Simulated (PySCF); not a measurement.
## Vertical excitation energies

C₅H₁₀O₂Si.
SMILES with atom numbers: `[CH2:1]1[CH2:2][CH:3]1[C@H:4]1[CH2:5][O:6][SiH2:7][O:8]1` (hydrogens: H9, H10 on C1; H11, H12 on C2; H13 on C3; H14 on C4; H15, H16 on C5; H17, H18 on Si7)

Computed with TDDFT CAM-B3LYP/def2-SVPD, vertical, gas phase, core orbitals frozen in the response (PySCF). Isolated species at its GFN2-xTB geometry (one conformer only).

```csv
state,λ (nm),E (eV),f,|μ| (D),"main configurations (H = HOMO, L = LUMO)"
S1,172.6,7.18,0.0014,0.23,"H→L (41%), H-1→L+1 (12%), H-1→L (12%)"
S2,165.8,7.48,0.0006,0.15,"H→L (30%), H-1→L (26%), H-1→L+1 (23%)"
S3,162.3,7.64,0.031,1.03,"H→L+1 (57%), H-1→L+1 (11%)"
S4,160.7,7.72,0.0063,0.46,"H-1→L (38%), H-1→L+1 (33%)"
S5,151.7,8.17,0.0018,0.24,"H-2→L (21%), H-2→L+1 (20%), H→L+3 (16%)"
S6,150.8,8.22,0.0095,0.55,"H→L+2 (37%), H-1→L+2 (23%), H→L+3 (17%)"
S7,149.7,8.28,0.011,0.60,"H-1→L+2 (36%), H-1→L+4 (12%), H→L+2 (12%)"
S8,148.3,8.36,0.013,0.64,H-1→L+3 (38%)
```

Triplets (Tamm–Dancoff): T1 6.82 eV, H→L (32%), H-1→L (14%), H→L+1 (13%); T2 7.24 eV, H→L (31%), H-1→L+1 (23%), H-1→L (16%); T3 7.34 eV, H→L+1 (33%), H-1→L (25%).

The lowest singlet comes at 173 nm (693 kJ/mol) in the vacuum ultraviolet; it is very weak; its leading configuration is HOMO→LUMO (41%). The most intense listed level is S3 at 7.64 eV (162 nm, f = 0.031), 0.46 eV above S1. Löwdin shares by element: HOMO oxygen 32% or more, carbon 32% or more (atoms not listed hold the other 36%); LUMO silicon 32%, hydrogen 20% or more, oxygen 15% or more (atoms not listed hold the other 32%). The oscillator strengths of these states sum to 0.074; summed over the whole spectrum of an exact calculation they would give the number of electrons, 70 (Thomas–Reiche–Kuhn). Of the 8 states listed, 3 reach f = 0.01 and none stays under 0.0005. The listed states span 1.18 eV, and the widest gap between neighbours is 0.46 eV (S4 to S5). Only the lowest 8 singlets were computed, as vertical energies without vibronic structure.
